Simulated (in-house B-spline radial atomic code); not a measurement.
How numerical settings move a run on the copper ion Cu²⁺, [Ar] 3d9. Computed with a B-spline radial code for spherical atoms: scalar-relativistic (X2C) r2SCAN0, spherical fractional occupations, Fermi nucleus of rms radius 3.8823 fm.

Command:
```bash
python run_scf.py task.json out
```
Settings of the sound reference run:
```
Z                29
electrons        27
configuration    [Ar] 3d9
hamiltonian      x2c
method           r2scan0
spin_polarised   False
nucleus          fermi
rms_radius       3.8823
mass_number      63
atomic_mass      62.9296
speed_of_light   137.036
knot_spacing     0.22
spline_order     8
gauss_points     12
box_radius       22.22
max_iterations   70
damping          0.5
damped_steps     3
diis_vectors     10
tolerance        1e-08
start            Thomas-Fermi
```

Time taken, with all properties: 0.32 s on 1 thread of Arm Neoverse V1, with other jobs on the host.

It converges in 8 iterations to -1653.567588 hartree, with 3d at -32.0145 eV. The other runs change the listed settings, some to values that make no sense; their results aren't properties of the atom or ion. Radii are in bohr (the nuclear one in fm), a minus after a letter asks for a j subshell, and «unchanged» means within 1e-8 hartree. The run stops when the residual is below 10 × tolerance × max(1, Z/10), or a noise floor if that is larger, and the energy moves by less than 1e-8 × √|E| hartree; so very loose and very tight tolerances often act alike.

```tsv
changed settings	outcome
electrons = 28, configuration = [Ar] 3d9 4s-1, max_iterations = 50	stopped with error: j subshells need the Dirac Hamiltonian and l > 0
gauss_points = 8, max_iterations = 50, damped_steps = 8, diis_vectors = 2, tolerance = 1e-10	converged in 13 iterations, energy unchanged, 3d level -2.8e-05 eV
damped_steps = 30	converged in 15 iterations, energy unchanged, 3d level -2.2e-05 eV
damped_steps = 8	converged in 13 iterations, energy unchanged, 3d level -2.4e-05 eV
first_knot = 0.00345	converged in 8 iterations, energy -5.50e-03 hartree from the reference, 3d level +2.2e-06 eV
first_knot = 0.0345	converged in 8 iterations, energy +1.15e-01 hartree from the reference, 3d level -3.7e-04 eV
box_radius = 4.44	converged in 8 iterations, energy +2.74e-03 hartree from the reference, 3d level +1.3e-01 eV (the program warns: 3d reaches the box edge; 3p reaches the box edge)
gauss_points = 4, first_knot = 3.45e-06, max_iterations = 75, damped_steps = 30, diis_vectors = 0	converged in 14 iterations, energy +1.78e-05 hartree from the reference, 3d level -8.8e-05 eV
first_knot = 3.45e-06	converged in 8 iterations, energy +7.71e-06 hartree from the reference, 3d level -6.6e-06 eV
box_radius = 11.11	converged in 8 iterations, energy -1.07e-07 hartree from the reference, 3d level +5.3e-07 eV
box_radius = 6.67	converged in 8 iterations, energy +7.87e-06 hartree from the reference, 3d level +7.1e-04 eV (the program warns: 3d reaches the box edge)
damped_steps = 0	converged in 7 iterations, energy unchanged, 3d level -2.6e-05 eV
box_radius = 2.22	converged in 7 iterations, energy +8.06e-01 hartree from the reference, 3d level +1.1e+01 eV (the program warns: 3d reaches the box edge; 3s reaches the box edge)
knot_spacing = 2, first_knot = 0.0103, max_iterations = 2	not converged after 2 iterations, last residual 3.5e-03, last energy +1.01e+02 hartree from the reference
box_radius = 0.89	converged in 7 iterations, energy +8.87e+01 hartree from the reference, 3d level +2.9e+02 eV (the program warns: 3d has a positive eigenvalue: unbound, held by the box; 3s has a positive eigenvalue: unbound, held by the box)
box_radius = 88.88	converged in 8 iterations, energy +7.42e-08 hartree from the reference, 3d level -8.0e-07 eV
box_radius = 3.33	converged in 8 iterations, energy +4.50e-02 hartree from the reference, 3d level +1.3e+00 eV (the program warns: 3d reaches the box edge; 3s reaches the box edge)
```

(1) What happens with first_knot = 0.0103?

(2) What happens with first_knot = 0.103?

(3) What happens with first_knot = 0.000345?

(4) What happens with first_knot = 3.45e-05?

Results:

(1) Converged in 8 iterations, energy +4.29e-03 hartree from the reference, 3d level -3.3e-05 eV.

(2) Converged in 8 iterations, energy +1.04e+00 hartree from the reference, 3d level -3.5e-03 eV.

(3) Converged in 8 iterations, energy -1.56e-04 hartree from the reference, 3d level +4.5e-07 eV.

(4) Converged in 8 iterations, energy +5.04e-06 hartree from the reference, 3d level -1.0e-05 eV.
